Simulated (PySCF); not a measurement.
Ga2H4, SMILES [GaH2][GaH2].

Geometry optimised at PBE0-D3(BJ)/def2-TZVP.

Two levels are set side by side: TDA-PBE/def2-SVPD (PySCF) and ADC(2)/aug-cc-pVDZ (PySCF). Vertical, same geometry; the bases differ. Differences are taken from unrounded values.

| quantity | ADC(2) | TDA-PBE | TDA-PBE minus ADC(2) |
|---|---|---|---|
| lowest singlet excitation (eV) | 4.01 | 3.56 | -0.45 |

Functionals without exact exchange tend to place singlet excitations lower, as here. Differences between two approximate levels are no errors against the true value.

Rough cost on one machine, each run with all the roots and properties that it gave: ADC(2) against TDA-PBE about 40 times.
